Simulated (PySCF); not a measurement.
Sb(Cl)2(OMe) (CH₃Cl₂OSb), SMILES [Sb]([O]C)([Cl])[Cl].

Geometry optimised at PBE0-D3(BJ)/def2-SVP. The structure was generated by enumeration; whether it is a known compound was not checked. The def2 effective core potentials stand for the cores of Sb; spin–orbit coupling is left out. Other conformers were not sampled.

Two levels are set side by side: TDA-PBE/def2-SVPD (PySCF) and TDA-M06-2X/def2-SVPD (PySCF). Vertical, same geometry. The lowest singlet is HOMO→LUMO 99 % with PBE and HOMO→LUMO+1 70 %, HOMO−2→LUMO 13 % with the other functional; states are paired by order. Differences are taken from unrounded values.

```json
[
 {"quantity": "lowest singlet excitation (eV)", "TDA-PBE": "4.43"},
 {"quantity": "lowest triplet excitation (TDA) (eV)", "TDA-PBE": "4.32"}
]
```

### Question
These are the TDA-PBE values. What does TDA-M06-2X give? (An estimate is asked for; the answer gives what the named calculation found.)

### Answer

```json
[
 {"quantity": "lowest singlet excitation (eV)", "TDA-M06-2X": "5.99", "TDA-PBE minus TDA-M06-2X": "-1.56"},
 {"quantity": "lowest triplet excitation (TDA) (eV)", "TDA-M06-2X": "4.62", "TDA-PBE minus TDA-M06-2X": "-0.29"}
]
```

A lower first singlet is the usual sign of a functional without exact exchange. Differences between two approximate levels are no errors against the true value.

Rough cost on one machine, each run with all the roots and properties that it gave: TDA-M06-2X against TDA-PBE about 8 times.
